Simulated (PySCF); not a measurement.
C3H7O, SMILES [CH2]COC, multiplicity 2.

Geometry: TPSSh-D3(BJ)/def2-SVP. The isomer is the one that the SMILES or the coordinates give; other isomers of the formula were not compared. Other conformers were not sampled.

All values below come from TPSSh-D3(BJ)/def2-SVP (PySCF).

Harmonic, unscaled wavenumbers; measured fundamentals usually lie a few per cent lower.

Problem. Give all harmonic wavenumbers and intensities. (Estimate from the structure and the level; the computed values follow.)

Solution. 
```csv
mode,ν (cm⁻¹),IR (km/mol),moving atoms (share of kinetic energy)
1,146,3.0,"H 59 %, C 32 %, O 8 %"
2,196,2.9,"H 90 %, C 8 %"
3,204,2.3,"H 79 %, C 14 %"
4,348,4.6,"H 40 %, C 38 %, O 22 %"
5,448,12.1,"H 54 %, C 25 %, O 21 %"
6,519,32.4,"H 64 %, C 25 %, O 10 %"
7,837,8.0,"H 58 %, C 26 %, O 17 %"
8,924,12.4,"C 58 %, H 32 %, O 10 %"
9,1035,20.7,"C 54 %, H 35 %, O 11 %"
10,1103,2.9,"C 54 %, H 45 %"
11,1144,95.7,"C 39 %, H 37 %, O 25 %"
12,1174,3.9,"H 76 %, C 18 %"
13,1218,67.9,"H 48 %, O 26 %, C 26 %"
14,1292,17.5,"H 78 %, O 12 %, C 10 %"
15,1376,16.8,"H 80 %, C 18 %"
16,1442,8.2,"H 80 %, C 20 %"
17,1457,1.1,H 92 %
18,1474,0.1,"H 89 %, C 10 %"
19,1476,5.4,H 93 %
20,1504,8.5,H 95 %
21,2945,68.3,H 95 %
22,2966,66.0,H 97 %
23,2991,30.1,"H 91 %, C 9 %"
24,3027,59.4,"H 91 %, C 9 %"
25,3132,27.9,"H 91 %, C 9 %"
26,3136,7.9,H 95 %
27,3254,8.6,"H 89 %, C 11 %"
```
